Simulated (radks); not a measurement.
Species: Ca. Configuration: [Ar] 4s2 (the NIST ground configuration). Method: scalar-relativistic Kohn-Sham, BLYP, spin-polarised, spherical densities, finite nucleus; Fermi nuclear charge, rms radius 3.4776 fm; computed with a radial shooting solver on a logarithmic mesh with Libxc functionals.

Normalised radial functions P(r) = r R(r), r in bohr:

r              3s       3p
0.004328   0.0743   0.0016
0.005681   0.0946   0.0028
0.007456   0.1193   0.0046
0.009787   0.1487   0.0077
0.01285    0.1823   0.0128
0.01686    0.2186   0.0211
0.02213    0.2542   0.0342
0.02905    0.2831   0.0548
0.03813    0.2956   0.0861
0.05005    0.2785   0.1316
0.0657     0.2167   0.1942
0.08624    0.0977   0.2736
0.1132    -0.0785   0.3624
0.1486    -0.2871   0.4417
0.1966    -0.4725   0.4773
0.258     -0.5324   0.4213
0.3387    -0.3886   0.2375
0.4446    -0.0226  -0.0761
0.5835     0.4674  -0.4591
0.7659     0.8838  -0.7930
1.005      1.0343  -0.9483
1.32       0.8725  -0.8675
1.732      0.5446  -0.6209
2.274      0.2474  -0.3449
2.984      0.0779  -0.1439
3.917      0.0157  -0.0425
5.141      0.0018  -0.0081
6.749      0.0001  -0.0009
8.858      0.0000  0.0000
11.63      0.0000  0.0000

3s: eigenvalue -46.774 eV, 2 radial nodes at r = 0.101, 0.451 bohr, <r> = 1.16 bohr, 90 % of the charge inside 1.74 bohr. 3p: eigenvalue -27.755 eV, 1 radial node at r = 0.419 bohr, <r> = 1.27 bohr, 90 % of the charge inside 1.97 bohr.
